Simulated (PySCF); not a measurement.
**Computed structure and properties of TmF3(NH3)**

System: TmF3(NH3) (singlet in the valence; each metal's 4f electrons, 12 of them, lie in its core potential, out of spins and levels); start: template (C3v). Method: PySCF 2.14.0, RKS PBE0, Tm lcecp-1-SVP with ECP58, F def2-SVP, N def2-SVP, H def2-SVP; non-relativistic Hamiltonian with scalar-relativistic core potentials where named; density fitting; no spin-orbit coupling.

Input of the relaxation:

```python
mol = gto.M(atom='''
Tm     0.01000    -0.01000     0.01000
F      1.19670     1.17670     1.19670
F     -1.17670    -1.19670     1.19670
F      1.19670    -1.19670    -1.17670
N     -1.41610     1.41610    -1.41610
H     -2.02920     2.02920    -0.87900
H     -0.87900     2.02920    -2.02920
H     -2.02920     0.87900    -2.02920''',
    basis={'Tm': 'lcecp-1-SVP', 'F': 'def2-SVP', 'N': 'def2-SVP', 'H': 'def2-SVP'},
    ecp={'Tm': 'lcecp-1-SVP'},
    charge=0, spin=0)
mf = dft.RKS(mol, xc='PBE0')
mf.grids.atom_grid = (50, 194)  # f atoms: unpruned, at least (60, 302)
mf = mf.density_fit()  # fitting sets: Tm AutoAux, F def2-universal-JKFIT, N def2-universal-JKFIT, H def2-universal-JKFIT
mf.conv_tol = 1e-08; mf.max_cycle = 55
mf.kernel(dm0)  # dm0: converged density of the start geometry
# quasi-Newton relaxation in Cartesian coordinates to a largest gradient under 0.00045 Eh/bohr, steps kept in the point group
```

Run from Python with OMP_NUM_THREADS=2; the lines above give its settings. Where DIIS fails, smearing, a level shift and second-order steps follow.
It took 38 s on 2 threads of Arm Neoverse V1, with other jobs on the host, from the converged density of the start.

Course of the relaxation:

| step | energy above end (eV) | largest force component within the symmetry (eV/Å) |
| --- | --- | --- |
| 0 | 0.2848 | 1.277 |
| 1 | 0.1149 | 0.627 |
| 2 | 0.0599 | 0.258 |
| 3 | 0.0272 | 0.223 |
| 4 | 0.0058 | 0.064 |
| 5 | 0.0041 | 0.066 |
| 6 | 0.0003 | 0.031 |
| 7 | 0.0000 | 0.010 |
| 8 | 0.0000 | 0.005 |

Relaxed geometry (C3v):

```xyz
8

Tm    0.0910   -0.0910    0.0910
F     1.0586    1.3665    1.0586
F    -1.3665   -1.0586    1.0586
F     1.0586   -1.0586   -1.3665
N    -1.3243    1.3243   -1.3243
H    -1.9342    1.9342   -0.7759
H    -0.7759    1.9342   -1.9342
H    -1.9342    0.7759   -1.9342
```

| contact | Å |
| --- | --- |
| Tm1–F2 (F) | 1.999 |
| Tm1–F3 (F) | 1.999 |
| Tm1–F4 (F) | 1.999 |
| Tm1–N5 (NH3) | 2.451 |

On the finer grid (75, 302):

```
HOMO                                                          : -9.57 eV
LUMO                                                          : -0.76 eV
Dipole about the centre of mass                               : 6.04 D
Set of Mulliken populations of Tm1 outside the core potential : s 2.20, p 6.38, d 1.21, f 0.08
D3(BJ) dispersion energy (not in the energies)                : -0.105 eV
```

```csv
atom,Mulliken (e),Löwdin (e),spin (e)
Tm1,1.14,0.62,0.00
F2,-0.45,-0.32,0.00
F3,-0.45,-0.32,0.00
F4,-0.45,-0.32,0.00
N5,-0.31,-0.01,0.00
H6,0.18,0.12,0.00
H7,0.18,0.12,0.00
H8,0.18,0.12,0.00
```

The 4f levels lie in the core potential and are missing. Their spin isn't counted.

On the grid (50, 194), as all that follows. Harmonic modes: a minimum within the noise of the softest modes; lowest 59 cm⁻¹ (negative: unstable), highest 3612 cm⁻¹, zero-point energy 1.166 eV.

Taking off one F (charge -1, singlet; the rest: singlet) in vacuum, both parts rigid, costs 11.25 eV; the small basis without counterpoise inflates it. Most of it is the attraction of opposite charges; other ways to part are cheaper, and one spin state was tried for the rest.

Rigid scan of F along the line from its metal:

```csv
distance to F2 (Å),energy (eV)
1.70,1.471
1.80,0.553
1.90,0.118
2.00,0.000
2.10,0.087
2.20,0.303
2.40,0.935
2.70,2.023
3.10,3.346
3.60,4.603
```

Taking off one NH3 (charge 0, singlet; the rest: singlet) in vacuum, both parts rigid, costs 1.71 eV; the small basis without counterpoise inflates it.

Rigid scan of NH3 along the line from its metal:

| distance to N5 (Å) | energy (eV) |
| --- | --- |
| 2.15 | 0.389 |
| 2.25 | 0.148 |
| 2.35 | 0.032 |
| 2.45 | 0.000 |
| 2.55 | 0.024 |
| 2.65 | 0.085 |
| 2.85 | 0.261 |
| 3.15 | 0.557 |
| 3.55 | 0.897 |
| 4.05 | 1.191 |

One start shape was tried, so this needn't be the lowest isomer.

An lcecp potential fixes the number of 4f electrons, so in runs with it no electron can move into or out of that shell.
